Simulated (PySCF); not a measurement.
# NMR data sheet: C5H12Si2

* Formula: C5H12Si2
* SMILES: C#CC[Si](C)(C)[SiH3]
* InChI: InChI=1S/C5H12Si2/c1-4-5-7(2,3)6/h1H,5H2,2-3,6H3
* Point group of the computed structure: C1
* Degrees of unsaturation: 2
* Carbon signals: 4
* Proton signals: 4

Atom-mapped SMILES (the numbers label the heavy atoms): `[CH:1]#[C:2][CH2:3][Si:4]([CH3:5])([CH3:6])[SiH3:7]`; H(Xn) means a hydrogen on atom n.

Gas phase, fast rotation and ring inversion assumed for equivalent nuclei, non-relativistic Hamiltonian, a single conformation. GIAO PBE0/pcSseg-1 shieldings; GFN2-xTB geometry; PySCF 2.14.0 with density-fitted response routines.

Chemical shifts δ = σref − σ; TMS for ¹H, ¹³C, ²⁹Si, all at this level.

```tsv
carbon	δC, type	δH (multiplicity)	HMBC from (2–3 bonds)	span of the C tensor (ppm)
C1	73.7, CH	1.31 (t)	H(C3)	218
C2	86.5, C	–	H(C3), H(C1)	294
C3	8.3, CH2	1.74 (d)	H(Si7), H(C1), H(C5)/H(C6)	25
C5/C6	-0.8, CH3	0.27 (s)	H(Si7), H(C3), H(C5)/H(C6)	10
```

Other nuclei:
| atoms | nucleus | environment | δ (ppm) | σ (ppm) |
| --- | --- | --- | --- | --- |
| H(Si7) | ¹H | hydrogen on a silicon bonded to Si | 3.37 | 28.35 |
| Si4 | ²⁹Si | silicon bonded to 3 C, Si | -12.9 | 362.1 |
| Si7 | ²⁹Si | silicon bonded to Si, 3 H | -119.7 | 468.8 |

Carbon types of the structure: 1 × C, 1 × CH, 1 × CH2, 2 × CH3, leaving 3 H on heteroatoms. δC 86.5: alkyne carbon; the triple bond shields along its axis, which puts it between sp3 and sp2 carbons. δC 73.7: terminal alkyne carbon; the triple bond shields along its axis, which puts it between sp3 and sp2 carbons. δC 8.3: propargylic sp3 CH2 bonded to Si; an electropositive neighbour leaves it electron-rich and shielded. δC -0.8: methyl carbon bonded to Si; an electropositive neighbour leaves it electron-rich and shielded. δH 0.27: hydrogen on a methyl carbon bonded to Si; an electropositive neighbour shields it, as in TMS itself.

Shifts are as computed. Against solution values, carbons near 30 ppm lie about +3 ppm off and those near 130 ppm about +5 ppm. Of 1211 compounds with measured shifts, 218 miss one by over three times the rms of a fit or turn the order of signals round; such compounds aren't used in these exercises. No couplings were computed; multiplicities are counted from neighbouring protons, with m where these are inequivalent, close in shift, in a saturated or five-membered ring or joined by F or P, and br s for small geminal =CH2 splittings.
